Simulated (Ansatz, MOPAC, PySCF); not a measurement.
Pair of molecules: H2S (SMILES S) (first 3 atoms) with Si2H6 (SMILES [SiH3][SiH3]); geometry from B3LYP-D3(BJ)/def2-TZVP, rigid monomers moved along the line of their centres of mass till S1···Si4 is 3.35 Å.
(charge 0, multiplicity 1):
```
atom    x (Å)    y (Å)    z (Å)
----  -------  -------  -------
S      0.1171  -0.6204   0.1974
H      0.5660   0.6235  -0.0329
H     -1.1658  -0.2474   0.0658
Si     1.2468  -0.2145   3.3246
Si    -0.9928   0.4848   3.1682
H      2.0941   0.5037   2.3429
H      1.3644  -1.6714   3.0843
H      1.7760   0.0768   4.6818
H     -1.4811   0.9531   4.4906
H     -1.8717  -0.6221   2.7219
H     -1.1292   1.6090   2.2099
```

Monomers are frozen at their geometry in the pair; levels with a basis set take the counterpoise correction. Rows marked so take none.

Rows in STO-3G carry no dispersion term and start afresh at each structure. The state that AM1 reach isn't checked.

The values were computed with Ansatz (a program for electronic structure); MOPAC for AM1 (differences of heats of formation); PySCF for STO-3G rows, the dispersion terms. Each number belongs to the level named beside it.

### Question
One of these levels gives -6.3 kJ/mol for the interaction energy. Which one is it?
A) PBE0/def2-TZVPPD
B) HF/STO-3G (no counterpoise)
C) r2SCAN-D3(BJ)/def2-TZVPPD
D) AM1

### Answer
C, r2SCAN-D3(BJ)/def2-TZVPPD. The others give 8.3 (AM1), 13.8 (HF/STO-3G (no counterpoise)), 0.6 (PBE0/def2-TZVPPD)
